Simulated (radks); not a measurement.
The gadolinium ion Gd+ inside a hard spherical wall (all orbitals vanish at R), configuration held at [Xe] 4f7 5d1 6s1 and not refilled when levels cross. All-electron calculation, scalar-relativistic Kohn-Sham, LDA (Slater exchange, Perdew-Wang correlation), spin-polarised, spherical densities, finite nucleus; open shells are filled with parallel spins first (spin-orbit coupling, left out, can overturn this in heavy ions); Fermi nuclear charge, rms radius 5.1569 fm. Program: a radial shooting solver on a logarithmic mesh with Libxc functionals. Eigenvalues in eV for spin up, with the zero of energy where the potential of the charges vanishes at infinity; a dash marks a level that is unbound or too diffuse for the functional's potential to be trusted. A positive occupied level is held by the wall or, in an anion where self-interaction has pushed it up, behind a barrier. The pressure on the wall is -dE/dV.

R (bohr)	E (hartree)	kinetic (hartree)	e(5p)	e(4f)	e(6s)	e(5d)	e(6p, empty)	e(7s, empty)	pressure (GPa)
free	-11262.8228	12089.126	-34.660	-16.986	-10.001	-9.211	-6.204	-2.897	0
20	-11262.8228	12089.126	-34.660	-16.986	-10.001	-9.211	-6.204	-2.894	< 0.0001
15	-11262.8228	12089.126	-34.660	-16.986	-10.001	-9.211	-6.203	-2.832	< 0.0001
10	-11262.8227	12089.129	-34.648	-16.973	-9.989	-9.200	-6.152	-1.750	0.00590
8	-11262.8200	12089.154	-34.535	-16.855	-9.866	-9.100	-5.813	0.800	0.136
7	-11262.8126	12089.209	-34.322	-16.629	-9.583	-8.898	-5.197	3.910	0.620
6	-11262.7872	12089.359	-33.838	-16.106	-8.763	-8.397	-3.675	9.997	2.85
5	-11262.7010	12089.777	-32.824	-14.968	-6.398	-7.163	0.184	22.668	14.2
3.5	-11261.8914	12093.328	-27.861	-9.099	10.325	0.227	23.172	81.829	275
3	-11260.6977	12098.407	-22.452	-3.001	29.452	8.305	46.782	134.51	972
2.5	-11257.3664	12111.648	-9.837	9.672	71.979	26.253	96.086	236.18	4120
